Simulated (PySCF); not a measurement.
Ge(H)2(F)(Et) (C₂H₇FGe), SMILES C[CH2][GeH2][F]. Geometry: PBE-D3(BJ)/def2-SVP. One conformer was computed; it need not be the lowest.

Computed equilibrium geometry at PBE-D3(BJ)/def2-SVP (PySCF confirms it by a frequency run) as bond lengths and angles (one conformer of several):
Atoms: Ge1 F2 C3 C4 H5 H6 H7 H8 H9 H10 H11. Bonded distances (Å): Ge1–F2 1.770, Ge1–C3 1.962, Ge1–H5 1.555, Ge1–H6 1.553, C3–C4 1.532, C3–H7 1.112, C3–H8 1.110, C4–H9 1.109, C4–H10 1.110, C4–H11 1.109. Angles (°): F2–Ge1–C3 106.0, F2–Ge1–H5 105.6, F2–Ge1–H6 106.2, C3–Ge1–H5 112.6, C3–Ge1–H6 113.6, H5–Ge1–H6 112.0, Ge1–C3–C4 112.5, Ge1–C3–H7 107.4, Ge1–C3–H8 107.0, C4–C3–H7 111.7, C4–C3–H8 111.4, H7–C3–H8 106.5, C3–C4–H9 111.0, C3–C4–H10 111.6, C3–C4–H11 111.6, H9–C4–H10 107.2, H9–C4–H11 107.7, H10–C4–H11 107.4.
